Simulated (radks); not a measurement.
Species: the rubidium ion Rb+. Configuration: [Ar] 3d10 4s2 4p4 5p2 (not the ground configuration). Method: scalar-relativistic Kohn-Sham, LDA (Slater exchange, Perdew-Wang correlation), spin-polarised, spherical densities, finite nucleus; open shells are filled with parallel spins first (spin-orbit coupling, left out, can overturn this in heavy ions); Fermi nuclear charge, rms radius 4.2036 fm; computed with a radial shooting solver on a logarithmic mesh with Libxc functionals.

Local quantities along the radius. ELF = 1/(1 + alpha^2) is the electron localisation function; alpha = (tau - tau_W)/tau_unif compares the Pauli kinetic energy density with that of the uniform gas (summed over spins). tau is taken from the large components.

```
   r/bohr * ELF (the largest magnitude, 1, reaches the edge; | marks zero)
 0.002814 |                                                      *
 0.003783 |                                                      *
 0.005086 |                                                      *
 0.006784 |                                                      *
 0.009121 |                                                      *
  0.01216 |                                                      *
  0.01636 |                                                      *
  0.02181 |                                                     *
  0.02933 |                                                  *
  0.03943 |                                     *
  0.05259 |                   *
  0.07071 |                 *
  0.09431 |                                *
   0.1268 |                                          *
   0.1691 |                                    *
   0.2274 |                *
   0.3057 |                    *
   0.4077 |                                       *
   0.5481 |                                         *
   0.7311 |                        *
   0.9829 |           *
    1.311 |                                   *
    1.763 |                                         *
     2.37 |       *
    3.161 |       *
    4.249 |                                   *
    5.668 |                               *
     7.62 |        *
    10.16 *
```

On this mesh the ELF has minima near r = 0.061, 0.26, 0.98, 2.7 bohr, which separate the shells, and maxima near 0.13 (0.78), 0.47 (0.78), 1.5 (0.79), 4.9 (0.67).
